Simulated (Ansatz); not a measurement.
SiEt3(NCO) (C₇H₁₅NOSi). Charge 0, multiplicity 3. Geometry PBE-D4/def2-SVP, that of the neutral singlet; atoms count from 1.

```xyz
25

Si    0.025   -0.043    0.077
C    -1.555   -0.570    0.976
C    -2.496   -1.466    0.159
H    -2.083    0.356    1.295
H    -1.247   -1.076    1.919
H    -3.420   -1.716    0.721
H    -2.806   -0.970   -0.784
H    -2.014   -2.425   -0.120
C     1.061   -1.539   -0.444
C     2.295   -1.206   -1.294
H     0.391   -2.236   -0.993
H     1.355   -2.077    0.486
H     2.847   -2.119   -1.598
H     2.012   -0.665   -2.220
H     3.011   -0.560   -0.745
C     1.036    1.182    1.105
C     0.312    2.492    1.447
H     1.974    1.393    0.547
H     1.353    0.654    2.033
H     0.959    3.185    2.024
H    -0.008    3.025    0.528
H    -0.598    2.314    2.055
N    -0.463    0.785   -1.390
C    -0.803    1.358   -2.398
O    -1.137    1.921   -3.387
```

Single mean-field runs in def2-TZVP are fitted with def2-universal-jkfit. At PBE0-D4/def2-TZVP a singlet of charge 0 lies 6.47 eV below the triplet at the same geometry.

Question: Estimate the Mulliken populations from the PBE0/def2-TZVP orbitals of Ansatz.

Answer: 
| atom | charge (e) | spin (α − β) |
| --- | --- | --- |
| Si1 | 0.22 | 0.13 |
| C2 | -0.26 | 0.06 |
| C3 | -0.39 | 0.00 |
| H4 | 0.13 | 0.00 |
| H5 | 0.12 | 0.02 |
| H6 | 0.13 | 0.00 |
| H7 | 0.14 | 0.00 |
| H8 | 0.13 | 0.00 |
| C9 | -0.27 | -0.01 |
| C10 | -0.39 | 0.00 |
| H11 | 0.12 | 0.00 |
| H12 | 0.12 | 0.00 |
| H13 | 0.13 | 0.00 |
| H14 | 0.13 | 0.00 |
| H15 | 0.12 | 0.00 |
| C16 | -0.26 | 0.03 |
| C17 | -0.39 | 0.00 |
| H18 | 0.13 | 0.00 |
| H19 | 0.12 | 0.01 |
| H20 | 0.13 | 0.00 |
| H21 | 0.14 | 0.00 |
| H22 | 0.12 | 0.00 |
| N23 | -0.08 | 0.70 |
| C24 | 0.08 | 0.54 |
| O25 | -0.18 | 0.52 |
Mulliken values depend strongly on the basis.

Question: Where does the spin sit?

Answer: Summed by element: Si 0.13, C 0.62, H 0.03, N 0.70, O 0.52, of 2 unpaired in all. Largest on single atoms: N23 0.70, C24 0.54, O25 0.52.

Question: And the Mayer bond orders between heavy atoms (over 0.3)?

Answer: Si1–C2 0.94 (1.89 Å); Si1–C9 1.00 (1.89 Å); Si1–C16 0.96 (1.89 Å); Si1–N23 1.15 (1.75 Å); C2–C3 0.99 (1.53 Å); C9–C10 0.99 (1.53 Å); C16–C17 0.99 (1.53 Å); N23–C24 1.57 (1.21 Å); C24–O25 1.81 (1.19 Å).
